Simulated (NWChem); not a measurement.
System meant: C₂H₃BrF₂; SMILES CC(F)(F)Br

NWChem input:

```
start job
memory heap 200 mb stack 900 mb global 1100 mb
geometry units angstroms noautoz
  C     -1.398556    -1.357686     0.000000
  C      0.005291    -0.828522     0.000000
  F      0.677239    -1.245217    -1.077050
  F      0.677239    -1.245217     1.077050
  Br     0.034531     1.134522     0.000000
  H     -1.930745    -1.016174    -0.896003
  H     -1.930745    -1.016174     0.896003
  H     -1.346771    -2.456916     0.000000
end
basis spherical
  * library def2-svp
end
dft
  xc b3lyp
  iterations 4
  mulliken
end
task dft energy
```

End of the output:

```
    Atom       Charge   Shell Charges
 -----------   ------   -------------------------------------------------------
    1 C    6     6.07   1.96  0.58  0.30  1.92  1.23  0.07
    2 C    6     5.96   1.96  0.64  0.32  1.71  1.03  0.29
    3 F    9     9.06   1.98  1.02  0.73  3.23  2.09  0.01
    4 F    9     9.06   1.98  1.02  0.73  3.23  2.09  0.01
    5 Br  35    34.97   2.00  2.00  1.96  1.14  0.73  5.99  5.81  2.48  2.80  7.84  2.04  0.18
    6 H    1     0.96   0.63  0.26  0.07
    7 H    1     0.96   0.63  0.26  0.07
    8 H    1     0.96   0.63  0.26  0.07

 center of mass
 --------------
 x =   0.08913114 y =   0.17320287 z =   0.00000000

 moments of inertia (a.u.)
 ------------------
         874.575036019029          -0.000000000000           0.000000000000
          -0.000000000000         341.881427843684           0.000000000000
           0.000000000000           0.000000000000         890.090543586949

     Multipole analysis of the density
     ---------------------------------

     L   x y z        total         alpha         beta         nuclear
     -   - - -        -----         -----         ----         -------
     0   0 0 0     -0.000000    -34.000000    -34.000000     68.000000

     1   1 0 0     -0.736228     -0.368114     -0.368114     -0.000000
     1   0 1 0     -0.337620     -0.168810     -0.168810     -0.000000
     1   0 0 1     -0.000000     -0.000000     -0.000000      0.000000

     2   2 0 0    -29.222950    -66.871007    -66.871007    104.519064
     2   1 1 0      1.900436     -7.167257     -7.167257     16.234950
     2   1 0 1     -0.000000     -0.000000     -0.000000      0.000000
     2   0 2 0    -28.757384   -186.276996   -186.276996    343.796609
     2   0 1 1      0.000000      0.000000      0.000000      0.000000
     2   0 0 2    -31.005481    -55.652758    -55.652758     80.300036

 ------------------------------------------------------------------------
 dft energy failed                                                                                  0
 ------------------------------------------------------------------------
 ------------------------------------------------------------------------
  current input line :
    21: task dft energy
 ------------------------------------------------------------------------
 ------------------------------------------------------------------------
 This type of error is most commonly associated with calculations not reaching convergence criteria
 ------------------------------------------------------------------------
 For more information see the NWChem manual at https://nwchemgit.github.io

0:dft energy failed:Received an Error in Communication
```

What is wrong, and how is it mended?

Convergence was not reached. Cause: the SCF was allowed too few iterations. This input runs:
```
start job
memory heap 200 mb stack 900 mb global 1100 mb
geometry units angstroms noautoz
  C     -1.398556    -1.357686     0.000000
  C      0.005291    -0.828522     0.000000
  F      0.677239    -1.245217    -1.077050
  F      0.677239    -1.245217     1.077050
  Br     0.034531     1.134522     0.000000
  H     -1.930745    -1.016174    -0.896003
  H     -1.930745    -1.016174     0.896003
  H     -1.346771    -2.456916     0.000000
end
basis spherical
  C library def2-svp
  F library def2-svp
  Br library def2-svp
  H library def2-svp
end
dft
  xc b3lyp
  iterations 150
  mulliken
end
task dft energy
```
It converges to -2851.36447 Ha (B3LYP/def2-SVP).
